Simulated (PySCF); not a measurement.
System: sum formula SiH$_{2}$S$_{2}$Cl, net charge 0, doublet state. It need not be the lowest isomer of its formula. SMILES: S[Si](S)Cl
Coordinates optimised at B3LYP-D3(BJ)/def2-TZVP (Ansatz):
```xyz
6

S      1.5754    -0.8381     0.8687
Si    -0.1230     0.3822     0.3880
S     -1.7078    -1.0516     0.1942
Cl     0.2389     1.4666    -1.3589
H      2.4603     0.0779     0.4380
H     -2.6810    -0.1239     0.2257
```
Charge 0, spin multiplicity 2.

Dispersion corrections to the total energy (kcal/mol) from the dftd3 and dftd4 libraries through PySCF: D3(BJ) without and D4 with the three-body term, each with the damping fitted for the functional named.

```csv
functional,D3(BJ),D4
B2PLYP,-5.31,-3.73
BP86,-10.04,-7.64
CAM-B3LYP,-5.00,-4.80
B3LYP,…,-8.88
r2SCAN,-1.42,-1.18
PBE0,-4.82,…
revPBE,…,-13.31
```

Task: Fill in the missing entries.

Result: 
- B3LYP, D3(BJ): -10.14
- PBE0, D4: -4.59
- revPBE, D3(BJ): -11.96
